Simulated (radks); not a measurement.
Question: All-electron atom: Hf II in [Xe] 4f14 5d2 6d1 (not the ground configuration). Method: scalar-relativistic Kohn-Sham, LDA (Slater exchange, Perdew-Wang correlation), spin-polarised, spherical densities, point nucleus; open shells are filled with parallel spins first (spin-orbit coupling, left out, can overturn this in heavy ions); computed with a radial shooting solver on a logarithmic mesh with Libxc functionals. Some entries of the table are withheld. Estimate them.

| orbital | occ. | eigenvalue (hartree) | r(max) (bohr) | <r^2> (bohr^2) |
|---|---|---|---|---|
| 1s down | 1 | -2397.632 | 0.01191 | 0.0004955 |
| 1s up | 1 | -2397.632 | 0.01191 | 0.0004955 |
| 2s up | 1 | -410.4055 | 0.06811 | 0.007648 |
| 2s down | 1 | -410.4031 | 0.06811 | 0.007648 |
| 2p up | 3 | -360.5441 | 0.05568 | 0.006288 |
| 2p down | 3 | -360.5421 | 0.05568 | 0.006288 |
| 3s up | 1 | -93.79177 | 0.1923 | 0.04985 |
| 3s down | 1 | -93.79118 | 0.1923 | 0.04985 |
| 3p up | 3 | -78.89853 | 0.1899 | 0.05047 |
| 3p down | 3 | -78.89787 | 0.1899 | 0.05047 |
| 3d up | 5 | -61.24149 | 0.1546 | 0.04190 |
| 3d down | 5 | -61.24009 | 0.1546 | 0.04190 |
| 4s up | 1 | -19.18273 | 0.4374 | 0.2479 |
| 4s down | 1 | -19.18104 | 0.4374 | 0.2479 |
| 4p up | 3 | -14.29447 | 0.4583 | 0.2822 |
| 4p down | 3 | -14.29275 | 0.4583 | 0.2822 |
| 4d up | 5 | -7.97787 | 0.4709 | 0.3328 |
| 4d down | 5 | -7.97554 | 0.4710 | 0.3326 |
| 5s up | 1 | -2.87012 | 1.015 | 1.453 |
| 5s down | 1 | -2.84432 | 1.013 | 1.442 |
| 5p up | 3 | -1.71767 | 1.160 | 2.049 |
| 5p down | 3 | -1.68236 | 1.156 | 2.024 |
| 4f up | 7 | -1.01850 | 0.4538 | (1) |
| 4f down | 7 | -1.01130 | 0.4536 | (2) |
| 5d up | 2 | -0.48315 | 1.658 | 5.437 |
| 5d down | 0 | -0.43317 | 1.640 | 5.493 |
| 6d up | 1 | -0.14435 | 6.135 | (3) |
| 6d down | 0 | -0.12100 | 6.485 | (4) |

Answer: 
(1) 4f up <r^2> (bohr^2): 0.5979
(2) 4f down <r^2> (bohr^2): 0.5872
(3) 6d up <r^2> (bohr^2): 49.97
(4) 6d down <r^2> (bohr^2): 57.87
